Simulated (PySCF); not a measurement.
Bond stretch in SMILES F[SiH3] (H3FSi). The Si1–H5 bond (Si1 also carries F, H, H; H5 carries nothing else) is varied alone, starting from the PBE0/def2-TZVP optimised geometry.

Computed with: UHF/6-31G (PySCF); RHF/6-31G (PySCF); UKS-PBE = unrestricted PBE/6-31G in PySCF; RKS-PBE = restricted PBE/6-31G (PySCF); UKS-CAM-B3LYP = unrestricted CAM-B3LYP/6-31G (PySCF); RKS-CAM-B3LYP = restricted CAM-B3LYP/6-31G (PySCF); UKS-LDA (SVWN5) = unrestricted LDA (SVWN5)/6-31G run with PySCF; RKS-LDA (SVWN5) = restricted LDA (SVWN5)/6-31G in PySCF 2.14.0.

Scanned distances (Å): 1.20, 1.26, 1.32, 1.40, 1.42, 1.48, 1.52, 1.57, 1.65, 1.72, 1.83, 2.02, 2.22, 2.47, 2.66, 2.94, 3.29, 3.67, 4.02, 4.48, 5.20.

**Question.** Where does the unrestricted solution first break spin symmetry (<S²> of 0.01 or more)?

**Answer.** UHF: between 2.02 and 2.22 Å; UKS-PBE: between 2.66 and 2.94 Å; UKS-CAM-B3LYP: between 2.22 and 2.47 Å; UKS-LDA (SVWN5): between 2.66 and 2.94 Å.

```csv
R / Å,<S²> UHF,E(RHF) − E(UHF) / kcal/mol,<S²> UKS-PBE,E(RKS-PBE) − E(UKS-PBE) / kcal/mol,<S²> UKS-CAM-B3LYP,E(RKS-CAM-B3LYP) − E(UKS-CAM-B3LYP) / kcal/mol,<S²> UKS-LDA (SVWN5),E(RKS-LDA (SVWN5)) − E(UKS-LDA (SVWN5)) / kcal/mol
1.20,0.00,0.0,0.00,0.0,0.00,0.0,0.00,0.0
1.26,0.00,0.0,0.00,0.0,0.00,0.0,0.00,0.0
1.32,0.00,0.0,0.00,0.0,0.00,0.0,0.00,0.0
1.40,0.00,0.0,0.00,0.0,0.00,0.0,0.00,0.0
1.42,0.00,0.0,0.00,0.0,0.00,0.0,0.00,0.0
1.48,0.00,0.0,0.00,0.0,0.00,0.0,0.00,0.0
1.52,0.00,0.0,0.00,0.0,0.00,0.0,0.00,0.0
1.57,0.00,0.0,0.00,0.0,0.00,0.0,0.00,0.0
1.65,0.00,0.0,0.00,0.0,0.00,0.0,0.00,0.0
1.72,0.00,0.0,0.00,0.0,0.00,0.0,0.00,0.0
1.83,0.00,0.0,0.00,0.0,0.00,0.0,0.00,0.0
2.02,0.00,0.0,0.00,0.0,0.00,0.0,0.00,0.0
2.22,0.21,0.9,0.00,0.0,0.00,0.0,0.00,0.0
2.47,0.59,9.8,0.00,0.0,0.09,0.1,0.00,0.0
2.66,0.75,19.8,0.00,0.0,0.40,2.8,0.00,0.0
2.94,0.88,35.7,0.45,1.7,0.69,10.6,0.18,0.2
3.29,0.95,54.7,0.81,8.3,0.88,22.4,0.64,4.3
3.67,0.98,72.4,0.95,16.1,0.96,34.4,0.86,10.4
4.02,1.00,85.7,0.98,21.9,0.98,43.7,0.95,15.5
4.48,1.00,99.1,1.00,27.1,1.00,53.1,0.99,20.5
5.20,1.00,112.7,1.00,31.4,1.00,62.4,1.00,24.8
```
